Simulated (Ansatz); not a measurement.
Reaction (hydrogenolysis of a B–O bond): `BOB(F)S` + H₂ → `FBS` + `BO`

Program: Ansatz. Geometries: PBE0-D4/def2-TZVP. ΔE: electronic, gas phase. CCSD(T)/CBS adds triple-zeta CCSD(T) − MP2 to the extrapolated MP2 energy (def2 sets, frozen cores). This one scheme is used for every species. DFT in def2-TZVPP. Each species was taken in one conformer, which may not be the lowest.

(1) Is it downhill or uphill in electronic energy at CCSD(T)/CBS, and by how much? (Best estimate.)

(2) What do these levels give: BHLYP-D4, ωB97M-V, PBE, revPBE, HF/def2-TZVPP, HF/CBS(def2)? (An estimate is asked.)

Largest T1 diagnostic among the species: 0.014.

## Answers

(1) The calculation gave: Uphill: ΔE = +0.82 eV.

(2) Computed: BHLYP-D4 0.86, ωB97M-V 0.82, PBE 0.71, revPBE 0.65, HF/def2-TZVPP 0.76, HF/CBS(def2) 0.77 eV.

From BLYP to BHLYP (50 % exact exchange), in def2-TZVPP and without D4, ΔE moves by +0.08 eV. Leaving LDA and LC-ωPBE aside and taking each functional with its dispersion term where it has one, the values, not all of them listed here, spread over 0.09 eV, from PBE-D4 to B97M-V. LDA lies +0.15 eV from PBE without D4. The D4 term adds +0.10 eV with B3LYP and +0.06 eV with PBE0; it sums over pairs of atoms, weighted by their polarisabilities, and B3LYP, whose exchange is more repulsive, gets the larger term.

B3LYP here is the variant with VWN-RPA as its local correlation; programs differ in this.
